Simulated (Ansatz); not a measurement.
Consider the redistribution: `C[CH](F)[InH][F]` + `FC[SiH3]` → `F[CH2][InH][F]` + `CC(F)[SiH3]`.

Computed with Ansatz on PBE0-D4/def2-TZVP structures; ΔE is electronic, products minus reactants. CCSD(T)/CBS is the MP2 limit (def2-TZVPP, def2-QZVPP) plus CCSD(T) − MP2 in def2-TZVPP, frozen cores. Functionals use def2-TZVPP. HSE06 is defined as in plane-wave codes. def2 core potentials past Kr. For In outer-core shells are correlated without core-valence functions, which leaves a few kJ/mol of doubt a bond. One conformer a species, not always the lowest.

```json
{"level": "BLYP-D4", "ΔE (kJ/mol)": "0.3", "difference from CCSD(T)/CBS": "-0.2"}
{"level": "PBE0-D4", "ΔE (kJ/mol)": "-1.1", "difference from CCSD(T)/CBS": "-1.6"}
{"level": "r2SCAN0-D4", "ΔE (kJ/mol)": "-1.2", "difference from CCSD(T)/CBS": "-1.7"}
{"level": "HSE06-D4", "ΔE (kJ/mol)": "-1.0", "difference from CCSD(T)/CBS": "-1.5"}
{"level": "CAM-B3LYP-D4", "ΔE (kJ/mol)": "-1.6", "difference from CCSD(T)/CBS": "-2.1"}
{"level": "PBE-QIDH", "ΔE (kJ/mol)": "-1.4", "difference from CCSD(T)/CBS": "-1.9"}
{"level": "PBE", "ΔE (kJ/mol)": "0.3", "difference from CCSD(T)/CBS": "-0.2"}
{"level": "r2SCAN", "ΔE (kJ/mol)": "0.0", "difference from CCSD(T)/CBS": "-0.5"}
{"level": "r2SCAN0", "ΔE (kJ/mol)": "-1.1", "difference from CCSD(T)/CBS": "-1.6"}
{"level": "BHLYP", "ΔE (kJ/mol)": "-1.8", "difference from CCSD(T)/CBS": "-2.3"}
{"level": "HF/def2-SVP", "ΔE (kJ/mol)": "-3.2", "difference from CCSD(T)/CBS": "-3.7"}
{"level": "CCSD/def2-SVP", "ΔE (kJ/mol)": "-1.5", "difference from CCSD(T)/CBS": "-2.0"}
{"level": "HF/def2-TZVPP", "ΔE (kJ/mol)": "-3.5", "difference from CCSD(T)/CBS": "-4.0"}
{"level": "MP2/def2-TZVPP", "ΔE (kJ/mol)": "-0.5", "difference from CCSD(T)/CBS": "-1.0"}
{"level": "CCSD/def2-TZVPP", "ΔE (kJ/mol)": "-1.4", "difference from CCSD(T)/CBS": "-1.9"}
{"level": "SCS-MP2/def2-QZVPP", "ΔE (kJ/mol)": "-0.1", "difference from CCSD(T)/CBS": "-0.6"}
{"level": "CCSD(T)/CBS", "ΔE (kJ/mol)": "0.5", "difference from CCSD(T)/CBS": "0"}
```

Largest T1 diagnostic among the species: 0.015.

Leaving LDA and LC-ωPBE aside and taking each functional with its dispersion term where it has one, the values, not all of them listed here, spread over 2.1 kJ/mol, from ωB97M-V to BLYP-D4.

CCSD(T)/CBS has its own doubt, a few kJ/mol and more with outer-core shells, so smaller differences from it don't rank the levels.
